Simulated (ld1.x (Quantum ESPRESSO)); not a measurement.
**Scattering properties, ultrasoft potential for copper (Cu)**

- Element: Cu
- Generator: ld1.x (Quantum ESPRESSO) 7.5
- Type: ultrasoft
- Functional: PBE
- Relativity: scalar-relativistic
- Frozen core: [Ne]
- Valence charge: 19
- Reference configuration: 3s2 3p6 3d10 4s0 4p0 (charge +1)
- Partial waves: 3s (bound): rcut 0.95, rcutus 1.10 bohr; 4s (bound, empty): rcut 0.95, rcutus 1.10 bohr; 3p (bound): rcut 1.20, rcutus 1.30 bohr; 4p (bound, empty): rcut 1.20, rcutus 1.30 bohr; 3d (bound): rcut 0.55, rcutus 0.70 bohr; 3d channel at -0.2 Ry: rcut 0.55, rcutus 0.70 bohr
- Local potential: all-electron potential smoothed inside 1.15 bohr (lloc = -2)
- Core correction: none
- Augmentation charge: built from norm-conserving waves at rcut, not smoothed further

The phase is arctan(r·u′/u) with u = r·R(r), unwrapped; energies in Ry, scanned from -11 to 5 Ry. A pole is an energy at which the radial function vanishes at the test radius. The pseudo phase is shifted by a multiple of π to meet the all-electron one at the reference energy, and phase errors are pseudo minus all-electron; the curves can meet again beyond the range given. Levels narrower than the energy grid can be missing from the lists of poles.

For each channel, where are the poles, and over which energies does the pseudopotential scatter like the atom?

```
channel  radius (bohr)  reference energy (Ry)  poles, all-electron  poles, pseudo  unbroken range about the reference energy with phases within 0.05 rad  phase error 1 Ry above the reference energy (rad)
      s           1.40                  -0.87                -8.51   -8.53, -5.08                                       not even at the reference energy                                             +0.269
      p           1.40                  -0.48                -5.17    -5.09, 1.87                                       not even at the reference energy                                             +0.029
      d           1.40                  -1.00                 0.30           0.30                                                        the whole range                                             -0.000
```

A Bessel basis up to 400 Ry misses an occupied level by 2.64 Ry, so cutoffs and ghosts were not judged.

Phases in the p channel:

| E (Ry) | all-electron | pseudo |
| --- | --- | --- |
| -11.00 | 1.306 | 1.327 |
| -10.76 | 1.300 | 1.323 |
| -10.52 | 1.294 | 1.317 |
| -10.28 | 1.286 | 1.311 |
| -10.04 | 1.279 | 1.305 |
| -9.80 | 1.270 | 1.298 |
| -9.56 | 1.260 | 1.289 |
| -9.32 | 1.250 | 1.280 |
| -9.08 | 1.237 | 1.269 |
| -8.84 | 1.222 | 1.256 |
| -8.60 | 1.205 | 1.242 |
| -8.36 | 1.183 | 1.223 |
| -8.12 | 1.157 | 1.200 |
| -7.88 | 1.122 | 1.170 |
| -7.64 | 1.076 | 1.129 |
| -7.40 | 1.010 | 1.071 |
| -7.16 | 0.907 | 0.980 |
| -6.92 | 0.729 | 0.821 |
| -6.68 | 0.384 | 0.498 |
| -6.44 | -0.244 | -0.158 |
| -6.20 | -0.869 | -0.853 |
| -5.96 | -1.210 | -1.210 |
| -5.72 | -1.386 | -1.383 |
| -5.48 | -1.489 | -1.480 |
| -5.24 | -1.556 | -1.542 |
| -5.00 | -1.604 | -1.585 |
| -4.76 | -1.640 | -1.617 |
| -4.52 | -1.668 | -1.642 |
| -4.28 | -1.692 | -1.663 |
| -4.04 | -1.712 | -1.679 |
| -3.80 | -1.729 | -1.694 |
| -3.56 | -1.745 | -1.707 |
| -3.32 | -1.760 | -1.718 |
| -3.08 | -1.774 | -1.729 |
| -2.84 | -1.787 | -1.739 |
| -2.60 | -1.799 | -1.748 |
| -2.36 | -1.812 | -1.758 |
| -2.12 | -1.824 | -1.767 |
| -1.88 | -1.837 | -1.776 |
| -1.64 | -1.849 | -1.785 |
| -1.40 | -1.862 | -1.795 |
| -1.16 | -1.875 | -1.805 |
| -0.92 | -1.889 | -1.817 |
| -0.68 | -1.903 | -1.829 |
| -0.44 | -1.918 | -1.844 |
| -0.20 | -1.934 | -1.861 |
| 0.04 | -1.951 | -1.884 |
| 0.28 | -1.970 | -1.915 |
| 0.52 | -1.990 | -1.961 |
| 0.76 | -2.011 | -2.042 |
| 1.00 | -2.035 | -2.235 |
| 1.24 | -2.061 | -2.998 |
| 1.48 | -2.090 | -4.301 |
| 1.72 | -2.122 | -4.633 |
| 1.96 | -2.158 | -4.747 |
| 2.20 | -2.199 | -4.806 |
| 2.44 | -2.245 | -4.843 |
| 2.68 | -2.298 | -4.869 |
| 2.92 | -2.360 | -4.889 |
| 3.16 | -2.430 | -4.905 |
| 3.40 | -2.512 | -4.919 |
| 3.64 | -2.607 | -4.932 |
| 3.88 | -2.715 | -4.943 |
| 4.12 | -2.838 | -4.954 |
| 4.36 | -2.975 | -4.964 |
| 4.60 | -3.121 | -4.974 |
| 4.84 | -3.272 | -4.984 |
